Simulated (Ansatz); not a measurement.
`C=C(O)Br` + NH₃ → `C=C(N)O` + HBr at 298.15 K and 1 bar (substitution at a C–Br bond).

Program: Ansatz. Geometries: PBE0-D4/def2-TZVP. ΔE: electronic, gas phase. CCSD(T)/CBS adds triple-zeta CCSD(T) − MP2 to the extrapolated MP2 energy (def2 sets, frozen cores). This one scheme is used for every species. For Br outer-core shells are correlated without core-valence functions, which leaves a few kJ/mol of doubt a bond. Scalar relativity is left out up to krypton. One conformer a species, not always the lowest.

```tsv
species	CCSD(T)/CBS energy (Eh)	H − E (kJ/mol)	S (J/(mol·K))
`C=C(O)Br`	-2726.36773	137.5	298.6
NH₃	-56.50880	100.5	192.4
`C=C(N)O`	-208.96738	209.2	285.0
HBr	-2573.91920	24.6	198.6
```

H − E and S are ideal-gas, rigid-rotor, harmonic terms from PBE0-D4/def2-TZVP, for one conformer and one mirror image of each species. 1 Eh = 2625.50 kJ/mol, R = 8.31446 J/(mol·K).

Question: By hand: ΔE, ΔH, ΔS and ΔG.

Answer: ΔE = (-208.96738) + (-2573.91920) − (-2726.36773) − (-56.50880) = -0.01005 Eh = -26.4 kJ/mol. Δ(H − E) = 209.2 + 24.6 − 137.5 − 100.5 = -4.2, so ΔH = -30.6 kJ/mol. ΔS = 285.0 + 198.6 − 298.6 − 192.4 = -7.4 J/(mol·K). ΔG = -30.6 − 298.15 × (-7.4)/1000 = -28.4 kJ/mol.

Question: By hand: the equilibrium constant, and the temperature at which ΔG would vanish if ΔH and ΔS stayed fixed.

Answer: log₁₀ K = −ΔG/(RT ln 10) = 5.0. ΔG = 0 at ΔH/ΔS = 4135 K, far beyond where these terms or the molecules hold.

The number of gas molecules stays the same, so ΔS is small and ΔH decides. A doubt of 5 kJ/mol in ΔE shifts log₁₀ K by 0.9 here. Other conformers and mirror images would add mixing entropy, several J/(mol·K) or more a flexible species. These are equilibria of isolated gas molecules and say nothing of rates. Largest T1 diagnostic: 0.012 (customary marks: 0.02 for closed shells, 0.045 for open ones).
